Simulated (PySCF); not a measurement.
C$_{2}$H$_{8}$N (SMILES C[NH2+]C), charge +1, singlet, geometry from GFN2-xTB; PySCF with MP2/6-311G**.

The PySCF input:
```python
from pyscf import gto, scf, mp

mol = gto.Mole()
mol.atom = '''
    C     1.13626145    0.51800927   -0.17136574
    N     0.11223500   -0.53475827   -0.00839106
    C    -1.24753940    0.01218899    0.17968525
    H     2.12079925    0.07512594   -0.30685866
    H     0.90342083    1.13036038   -1.04048709
    H     1.15583745    1.15586555    0.71028992
    H     0.35547925   -1.11851683    0.80222890
    H     0.11904322   -1.14240726   -0.83770577
    H    -1.97014570   -0.79293439    0.29559530
    H    -1.27499751    0.64006506    1.06826740
    H    -1.52741413    0.61455989   -0.68250961
'''
mol.basis = '6-311g**'
mol.charge = 1
mol.verbose = 4
mol.build()

mf = scf.RHF(mol)
mf.kernel()

pt = mp.MP2(mf, frozen=3)
pt.kernel()
print('E(MP2) = %.10f' % pt.e_tot)
```

Output, abridged:

```
PySCF version 2.14.0

[INPUT] verbose = 4
[INPUT] num. atoms = 11
[INPUT] num. electrons = 26
[INPUT] charge = 1
[INPUT] spin (= nelec alpha-beta = 2S) = 0
[INPUT] symmetry False subgroup None
[INPUT] Mole.unit = angstrom
[INPUT] Symbol           X                Y                Z      unit          X                Y                Z       unit  Magmom
[INPUT]  1 C      1.136261450000   0.518009270000  -0.171365740000 AA    2.147222946401   0.978895650286  -0.323834315733 Bohr   0.0
[INPUT]  2 N      0.112235000000  -0.534758270000  -0.008391060000 AA    0.212093411591  -1.010546673146  -0.015856805295 Bohr   0.0
[INPUT]  3 C     -1.247539400000   0.012188990000   0.179685250000 AA   -2.357507795604   0.023033852835   0.339555911124 Bohr   0.0
[INPUT]  4 H      2.120799250000   0.075125940000  -0.306858660000 AA    4.007729747683   0.141967451451  -0.579878826351 Bohr   0.0
[INPUT]  5 H      0.903420830000   1.130360380000  -1.040487090000 AA    1.707217943927   2.136071540259  -1.966235636246 Bohr   0.0
[INPUT]  6 H      1.155837450000   1.155865550000   0.710289920000 AA    2.184216225016   2.184269326320   1.342253417839 Bohr   0.0
[INPUT]  7 H      0.355479250000  -1.118516830000   0.802228900000 AA    0.671758425466  -2.113690474417   1.515992910211 Bohr   0.0
[INPUT]  8 H      0.119043220000  -1.142407260000  -0.837705770000 AA    0.224959082786  -2.158836844115  -1.583034478268 Bohr   0.0
[INPUT]  9 H     -1.970145700000  -0.792934390000   0.295595300000 AA   -3.723035798490  -1.498428831849   0.558594160709 Bohr   0.0
[INPUT] 10 H     -1.274997510000   0.640065060000   1.068267400000 AA   -2.409396103402   1.209547665303   2.018732813801 Bohr   0.0
[INPUT] 11 H     -1.527414130000   0.614559890000  -0.682509610000 AA   -2.886394384491   1.161349879243  -1.289756240284 Bohr   0.0

nuclear repulsion = 91.8032910137248
number of shells = 56
number of NR pGTOs = 157
number of NR cGTOs = 102
basis = 6-311g**
ecp = {}

******** <class 'pyscf.scf.hf.RHF'> ********
method = RHF
initial guess = minao
damping factor = 0
level_shift factor = 0
DIIS = <class 'pyscf.scf.diis.CDIIS'>
diis_start_cycle = 1
diis_space = 8
diis_damp = 0
SCF conv_tol = 1e-09
SCF conv_tol_grad = None
SCF max_cycles = 50
direct_scf = True
direct_scf_tol = 1e-13
Set gradient conv threshold to 3.16228e-05
Initial guess from minao.
init E= -135.283176818467
  HOMO = -0.401090387766745  LUMO = 0.0866865519612219  gap/eV = 13.27309
cycle= 1 E= -134.566783220664  delta_E= 0.716  |g|= 0.526  |ddm|= 2.04
  HOMO = -0.799118899010797  LUMO = -0.109516251006845  gap/eV = 18.76504
cycle= 2 E= -134.637992226  delta_E= -0.0712  |g|= 0.279  |ddm|= 0.546
  HOMO = -0.751593447238636  LUMO = -0.0700902212451382  gap/eV = 18.54465
cycle= 3 E= -134.653200977799  delta_E= -0.0152  |g|= 0.0451  |ddm|= 0.158
  HOMO = -0.746922678645275  LUMO = -0.0634808756065297  gap/eV = 18.59740
cycle= 4 E= -134.653881646418  delta_E= -0.000681  |g|= 0.00992  |ddm|= 0.0591
  HOMO = -0.749787562579541  LUMO = -0.0638073334495459  gap/eV = 18.66647
cycle= 5 E= -134.653910458596  delta_E= -2.88e-05  |g|= 0.00249  |ddm|= 0.0087
  HOMO = -0.749716448470919  LUMO = -0.0639116903926364  gap/eV = 18.66170
cycle= 6 E= -134.653912867792  delta_E= -2.41e-06  |g|= 0.000611  |ddm|= 0.00265
  HOMO = -0.749807780320172  LUMO = -0.0638451725858431  gap/eV = 18.66599
cycle= 7 E= -134.653913062692  delta_E= -1.95e-07  |g|= 0.000147  |ddm|= 0.000795
  HOMO = -0.749817195316853  LUMO = -0.0638310942661064  gap/eV = 18.66663
cycle= 8 E= -134.653913076223  delta_E= -1.35e-08  |g|= 2.05e-05  |ddm|= 0.000235
  HOMO = -0.74981648982835  LUMO = -0.0638299154106505  gap/eV = 18.66665
cycle= 9 E= -134.653913076449  delta_E= -2.26e-10  |g|= 3.03e-06  |ddm|= 3.46e-05
  HOMO = -0.749816434457174  LUMO = -0.0638297322732768  gap/eV = 18.66665
Extra cycle  E= -134.653913076453  delta_E= -3.89e-12  |g|= 1.05e-06  |ddm|= 5.37e-06
converged SCF energy = -134.653913076453

******** <class 'pyscf.mp.mp2.RMP2'> ********
nocc = 10, nmo = 99
frozen orbitals 3
E(RMP2) = -135.144173070685  E_corr = -0.490259994232146
E(SCS-RMP2) = -135.148624406336  E_corr = -0.494711329883829
E_corr(same-spin) = -0.108000765224708
E_corr(oppo-spin) = -0.382259229007439
E(MP2) = -135.1441730707
```
